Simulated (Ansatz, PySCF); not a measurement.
H3ClMgSi (SMILES [SiH3][Mg][Cl]), singlet, geometry from GFN2-xTB (such geometries of metal compounds can be far from the true shape), with bond 2-1 at 1.8 times its length. Base run: PySCF with CASSCF(2,3)/def2-SVP.

PySCF was given this input:
```python
from pyscf import gto, scf, mcscf
import numpy

mol = gto.M(
    atom='''
Mg    0.51659587    0.05768060   -0.51003876
Cl   -1.78495399    3.12501531   -1.21702085
Si    0.40949217   -1.73194106    1.18868704
H     0.39867677   -3.12075333    0.68626367
H    -0.85862766   -1.56527193    1.93581876
H     1.48264016   -1.70880973    2.20447611
''',
    basis='def2-svp',
    verbose=4,
)

mf = scf.RHF(mol)
mf.kernel()
mc = mcscf.CASSCF(mf, 3, 2)
mc.fix_spin_(ss=0.0)
mc.kernel()
occ = numpy.linalg.eigvalsh(mc.fcisolver.make_rdm1(mc.ci, mc.ncas, mc.nelecas))[::-1]
ss = mc.fcisolver.spin_square(mc.ci, mc.ncas, mc.nelecas)[0]
print('natural occupations', occ.round(4), ' <S^2>', round(ss, 4))
```

Programs used: Ansatz (a first-principles code), PySCF; a row that names a program was run with it.

The base run was repeated with changes; each row names its change, and settings that it needs were set with it.

```tsv
change	ΔE vs base (kcal/mol)	natural occupations	<S^2> of the state	outcome
base	0.000	1.86 0.13 0.00	0.00	converged
active space = 8 electrons, 9 orbitals	-25.35	1.99 1.99 1.96 1.86 0.15 0.02 0.02 0.01 0.01	0.00	converged
code = ansatz	-0.530	-	-	converged
orbitals = fixed (CASCI)	11.05	1.99 0.01 0.00	0.00	converged
active space = 8 electrons, 7 orbitals	-	-	-	not converged
fix_spin_ = off	0.000	1.86 0.13 0.00	0.00	converged
correction = SC-NEVPT2	-171.1	1.86 0.13 0.00	0.00	converged
active space = 4 electrons, 6 orbitals	-16.16	1.98 1.89 0.10 0.01 0.01 0.01	0.00	converged
solver = newton	-0.532	1.87 0.13 0.00	0.00	converged
start = MP2 natural orbitals	-0.532	1.87 0.13 0.00	0.00	converged
active space = 8 electrons, 6 orbitals	-	-	-	not converged
```

Active orbitals are taken around the Fermi level unless the row says otherwise; CASSCF can end in different local minima, and two programs can end on different orbitals. State-averaged rows give the lowest state.
